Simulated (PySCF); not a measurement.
# One molecule, several mistakes: B2GeH5O

These are calculations, not measurements. The program is PySCF 2.14.0, an open-source quantum chemistry code, run on an isolated molecule that a program drew, which may never have been made. The molecule is B2GeH5O (charge 0, doublet), drawn as the SMILES string `[BH2][Ge]([BH2])[OH]`.

Each row is a Hartree-Fock (HF) and frozen-core CCSD(T) single point in the cc-pVDZ basis, meant for a local HF minimum. Run 1 is clean. Each other run has one planted mistake out of seven kinds, and not every kind appears here: one electron removed, one electron added, multiplicity raised by two, geometry at a saddle point, minimal basis STO-3G, one bond length entered in bohr, all coordinates scaled. The reference is restricted for singlets and unrestricted otherwise, and also for a bond in bohr. Adding or removing an electron swaps singlet and doublet. Electrons count all cores. HOMO and LUMO are orbital energies over both spins, the gradient is its largest component, and the lowest frequency (negative if imaginary) is given only where the gradient is small. Bond lengths are over the 8 bonds as drawn. T1 is the CCSD diagnostic: over 0.02 (restricted) or 0.045 (unrestricted) a single reference is doubtful. Germanium has the cc-pVDZ-PP basis, with a core potential (ECP10MDF) in place of its 10 inner electrons, and its 3s, 3p and 3d shells are frozen in CCSD(T).

Geometry of the clean run:
```xyz
9
B2GeH5O, angstrom
B     0.6934   -2.3676    0.6835
Ge   -0.1652   -0.5353    0.6139
B     0.1034    1.0913    1.7710
O    -1.3483   -0.4006   -0.7134
H     0.3943   -3.2140   -0.1043
H     1.5080   -2.5811    1.5339
H     0.8924    1.0257    2.6684
H    -0.5050    2.1044    1.5762
H    -1.7735    0.4424   -0.7782
```

```
run,electrons,basis functions,<S^2>,HOMO (eV),LUMO (eV),gradient (hartree/bohr),lowest frequency (cm^-1),mean bond (Å),longest bond (Å),T1,HF (hartree),CCSD(T) (hartree),mistake
1,55,90,0.758,-7.73,0.10,4.0e-05,97,1.4442,2.025,0.0213,-420.47383,-420.96879,no fault
2,56,90,0.000,-1.08,5.93,3.2e-02,-,1.4442,2.025,0.0242,-420.49043,-421.03116,one electron added
3,54,90,0.000,-16.88,-6.53,4.4e-02,-,1.4442,2.025,0.0232,-420.21240,-420.69120,?
4,55,90,3.786,-7.23,-2.30,3.5e-02,-,1.4442,2.025,0.0222,-420.35173,-420.84779,?
```

**Which mistake was planted in run 3, and what did it cost?**

It counts 54 electrons, one fewer than the clean run, at the same geometry and basis. So the mistake is: one electron removed. Subtracting run 1 and multiplying by 627.51 kcal/mol a hartree, the energy moved by 164.0 kcal/mol in HF and 174.2 kcal/mol in CCSD(T).

**Which mistake was planted in run 4, and what did it cost?**

Electrons, basis and geometry are unchanged, and <S^2> is 3.786, beside S(S+1) = 3.75 for a multiplicity of 4. So the mistake is: multiplicity raised by two. Subtracting run 1 and multiplying by 627.51 kcal/mol a hartree, the energy moved by 76.6 kcal/mol in HF and 75.9 kcal/mol in CCSD(T).

Cautions from the logs. Run 2: T1 is over the limit, so its CCSD(T) energy is less reliable; run 3: T1 is over the limit, so its CCSD(T) energy is less reliable.
